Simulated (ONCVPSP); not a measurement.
# S (Z = 16): one change to an ONCV potential, before and after

| Item | Value |
| --- | --- |
| Element | sulfur (S) |
| Generator | ONCVPSP 4.0.1 |
| Type | optimised norm-conserving Vanderbilt (ONCV) |
| Functional | LDA (Perdew-Zunger) |
| Relativity | scalar-relativistic |
| Frozen core | [Ne] |
| Valence charge | 6 |
| Reference configuration | 3s2 3p4 |
| Partial waves | 3s: rc 1.30 bohr, ncon 4, nbas 7, qcut 4.3 1/bohr, 2 projectors, debl 1.4 Ha; 3p: rc 1.60 bohr, ncon 4, nbas 8, qcut 5 1/bohr, 2 projectors, debl 3.6 Ha |
| Local potential | polynomial inside 0.85 bohr (lpopt 5, dvloc0 4 Ha) |
| Core correction | none |

Change: p: rc 1.08.

Cutoffs: the cutoffs (Ha) at which the residual kinetic energy of the hardest occupied pseudo-wave falls to 1 and 0.1 mHa per electron; they do not see the model core or the augmentation charge, which bear on the density cutoff. Errors are all-electron minus pseudo energies relative to the spin-unpolarised reference configuration.

Question: Predict the effect on cutoff, ghosts and configuration errors.

Answer: The potential gets harder (23 Ha and 55 Ha → 153 Ha and 183 Ha); a bound ghost appears in p, which as a rule spoils a file; of the 4 tests that both files solve, the error grows in 1 and shrinks in 0 by more than 15 % and 0.3 meV (median size 11.6 → 11.8 meV). A smaller radius makes the pseudo-wave follow the all-electron one further in, where it bends more sharply, so more plane waves are needed.

| quantity | base | changed |
| --- | --- | --- |
| cutoff, loose | 23 Ha | 153 Ha |
| cutoff, tight | 55 Ha | 183 Ha |
| loose cutoff by channel | s 23 Ha, p 5.9 Ha | s 23 Ha, p 153 Ha |
| bound ghosts | none | p |
| GHOST(+) flags under 300 eV | s at 121.0 eV | s at 121.0 eV |
| error for 3s2 3p3, meV [ΔE 11.86 eV] | +1.8 | +2.2 |
| error for 3s2 3p2, meV [ΔE 34.24 eV] | +21 | +21 |
| error for 3s2 3p1, meV [ΔE 68.39 eV] | +97 | +94 |
| error for 3s2 3p3.5, meV [ΔE 4.71 eV] | 0.0 | +0.2 |
| s: phases at 1.32 bohr within 0.05 rad from the reference energy up to (Ha; the scan ends near 5) | 3.9 | 3.9 |

 A true bound ghost makes a file unfit for plane-wave use even where its test errors are small: the radial tests pick states by their node count and pass the ghost by.
